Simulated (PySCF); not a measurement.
C5H11OSi (doublet state).
SMILES with atom numbers: `[CH3:1][C@@:2]1([OH:3])[CH2:4][CH2:5][C@@H:6]1[SiH2:7]` (hydrogens: H8, H9, H10 on C1; H11 on O3; H12, H13 on C4; H14, H15 on C5; H16 on C6; H17, H18 on Si7)

Cartesian coordinates in Å at the GFN2-xTB level; atoms count from 1:
```
atom  x, y, z in Å
C1    -1.6623   -0.6671   -0.7480
C2    -0.4763   -0.2703    0.1190
O3    -0.8652   -0.0857    1.4639
C4     0.7775   -1.1471   -0.0883
C5     1.4504    0.0150   -0.8303
C6     0.3220    0.9521   -0.3668
Si7    0.7454    2.0440    1.1225
H8    -1.3584   -0.7425   -1.7885
H9    -2.0625   -1.6312   -0.4314
H10   -2.4474    0.0824   -0.6627
H11   -1.2821   -0.8869    1.7993
H12    0.6267   -2.0629   -0.6580
H13    1.2639   -1.3850    0.8563
H14    1.4727   -0.1307   -1.9099
H15    2.4531    0.2703   -0.4908
H16   -0.1660    1.5112   -1.1659
H17   -0.3944    2.7629    1.6675
H18    1.5942    1.3777    2.1006
```

The hyperfine couplings belong to this conformer and change with its torsions.

Computed with UKS B3LYP, pcH-1 on C H O Si, non-relativistic, mean-field spin-orbit, GIAO in PySCF. Geometry: GFN2-xTB, one conformer, isolated molecule. The geometry wasn't refined by DFT: couplings that depend on bond lengths, twists or pyramidal angles can differ widely from those at the functional's own minimum, by a factor of two or more for some ions and for spin on atoms past the first row. The SCF solution wasn't tested for stability.

(1) What is the g tensor, term by term?

(2) What effective moment and Curie constant follow for a powder?

(3) At 9.619 GHz, how far is the centre of the isotropic spectrum from where a free electron (g = 2.002319) resonates?

(4) Average each term over the three axes. Which is largest in size?

(5) In a frozen sample, at which fields do the three g values resonate at 9.5, 34, 94 and 263 GHz (hyperfine left aside), and which band first spreads them over more than twice a line width of 1.0 mT?

Results:

(1) 
| Δg (ppm) | 1 | 2 | 3 |
| --- | --- | --- | --- |
| relativistic mass correction | -131 | -131 | -131 |
| gauge correction | 16 | 87 | 73 |
| orbital Zeeman/spin–orbit | -64 | 1556 | 1810 |
| total | -178 | 1512 | 1752 |

So g = 2.00214, 2.00383, 2.00407 and g_iso = 2.00335; the tensor is close to axial: the two nearest values differ by 12 % of g3 − g1. 

(2) With the mean of g² = 4.0134 and S(S+1) = 0.75: μ_eff = √(⟨g²⟩S(S+1)) = 1.735 μB and χT = 0.12505·⟨g²⟩·S(S+1) = 0.376 cm³ K/mol (cgs; spin-Hamiltonian part alone).

(3) B = hν/(g μB) with μB/h = 13.99624 MHz/mT gives 343.23 mT for the free electron and 343.05 mT at g_iso, 0.18 mT lower.

(4) The orbital-Zeeman/spin–orbit term 1101, the mass correction -131 and the gauge correction 59 ppm, for a total of 1028 ppm. The orbital-Zeeman/spin–orbit term is the largest in size. The mass correction is the same along every axis, so the anisotropy comes from the other two: their spans along these axes are 70 (gauge) and 1874 ppm (orbital Zeeman/spin–orbit).

(5) 
```
band    GHz  B(g3) mT  B(g2) mT  B(g1) mT  spread mT
   X    9.5    338.69    338.73    339.01       0.33
   Q   34.0   1212.14   1212.29   1213.31       1.17
   W   94.0   3351.22   3351.62   3354.45       3.23
   J  263.0   9376.29   9377.41   9385.33       9.04
```

The spread grows in proportion to the frequency. W band is the first where it exceeds 2.0 mT.

The largest Mulliken spin population is on Si7 (+0.98). The angles at Si7 add up to 342.7°, so it is pyramidal.

The HOMO–LUMO gaps are 5.56 eV among the α and 5.63 eV among the β orbitals.
